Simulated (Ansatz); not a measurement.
Geometry optimisation, Ansatz 0.2.0, RKS B3LYP/6-31G*.

The input (input.yaml):

```yaml
crystal:
  periodic: [false, false, false]
  atoms:
    - { symbol: B, position_ang: [0.082356, -0.094087, 0.177434] }
    - { symbol: "N", position_ang: [0.082498, -0.341622, 1.650069] }
    - { symbol: H, position_ang: [-0.773439, -0.625901, 2.107071] }
    - { symbol: H, position_ang: [0.906403, -0.696307, 2.121142] }
    - { symbol: "N", position_ang: [1.26914, -0.09828, -0.578289] }
    - { symbol: H, position_ang: [2.194129, -0.216513, -0.186783] }
    - { symbol: H, position_ang: [1.277469, 0.204401, -1.540224] }
    - { symbol: H, position_ang: [-0.968471, 0.067911, -0.363808] }
    - { symbol: S, position_ang: [-0.355328, 2.941888, 0.673851] }
    - { symbol: H, position_ang: [-1.660499, 2.629996, 0.534921] }
    - { symbol: H, position_ang: [-0.139058, 1.902714, 1.555414] }
basis:
  gaussian: { orbitals: "6-31G*" }
hamiltonian:
  xc: b3lyp
relax:
  f_tol: 0.03
  max_steps: 50
```

Command:

```bash
$ ansatz run input.yaml --threads 1 --pin off --max-ram 2048MiB --backend cpu --events-out ev --progress --plain --runs-dir out
```

Q: Where does it end, and by what steps?

A: The run converged. The force dipped under the threshold on the way, but the program's further checks kept it going. After 25 steps the energy has fallen by 0.293 eV; S9 moved furthest, 1.25 Å.

```csv
step,energy less start (eV),largest force component (eV/Å),accepted
0,0.0000,1.686,yes
1,-0.1370,1.061,yes
2,-0.1928,0.740,yes
3,-0.2243,0.391,yes
4,-0.2442,0.562,yes
5,-0.2661,0.158,yes
6,-0.2650,0.637,no
7,-0.2750,0.082,yes
8,-0.2784,0.191,yes
9,-0.2821,0.132,yes
10,-0.2867,0.176,yes
11,-0.2883,0.136,yes
12,-0.2913,0.094,yes
13,-0.2918,0.015,yes
14,-0.2921,0.038,yes
15,-0.2923,0.059,yes
16,-0.2925,0.049,yes
17,-0.2927,0.036,yes
18,-0.2926,0.121,no
19,-0.2929,0.027,yes
20,-0.2929,0.097,no
21,-0.2930,0.006,yes
22,-0.2931,0.043,yes
23,-0.2931,0.073,yes
24,-0.2933,0.034,yes
25,-0.2933,0.001,yes
```

```xyz
11
Properties=species:S:1:pos:R:3
B 0.156 -0.493 0.040
N 0.064 -0.215 1.438
H -0.743 -0.523 1.963
H 0.881 -0.097 2.024
N 1.352 -0.338 -0.692
H 2.230 -0.026 -0.300
H 1.388 -0.484 -1.689
H -0.835 -0.840 -0.537
S -0.799 3.278 1.788
H -1.281 3.444 0.539
H -0.498 1.969 1.577
```

Whether the end is a true minimum wasn't checked by a vibrational analysis.

Run time: 89 s on 1 thread of Arm Neoverse V1 (shared host), peak memory 0.15 GiB.
